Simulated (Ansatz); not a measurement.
Consider the substitution at a C–S bond: `BC[S][GeH2][F]` + `FCS` → `BCSCF` + `[F][GeH2][SH]`.

Gas-phase electronic energies from Ansatz, PBE0-D4/def2-TZVP geometries. CCSD(T)/CBS is the MP2 limit (def2-TZVPP, def2-QZVPP) plus CCSD(T) − MP2 in def2-TZVPP, frozen cores. DFT in def2-TZVPP. B3LYP here is the variant with VWN-RPA as its local correlation; programs differ in this. For Ge outer-core shells are correlated without core-valence functions, which leaves a few kJ/mol of doubt a bond. Scalar relativity is left out up to krypton. Each species was taken in one conformer, which may not be the lowest.

Problem. Is it downhill or uphill in electronic energy at CCSD(T)/CBS, and by how much? (An estimate is asked.)

Solution. Computed: Downhill: ΔE = -0.11 eV.

Problem. What do these levels give: PBE-D4, B3LYP-D4, ωB97X-V, B2PLYP, r2SCAN, SCS-MP2/def2-TZVPP? (Estimate.)

Solution. The calculation gave: PBE-D4 -0.11, B3LYP-D4 -0.10, ωB97X-V -0.13, B2PLYP -0.12, r2SCAN -0.13, SCS-MP2/def2-TZVPP -0.11 eV.

Largest T1 diagnostic among the species: 0.012.
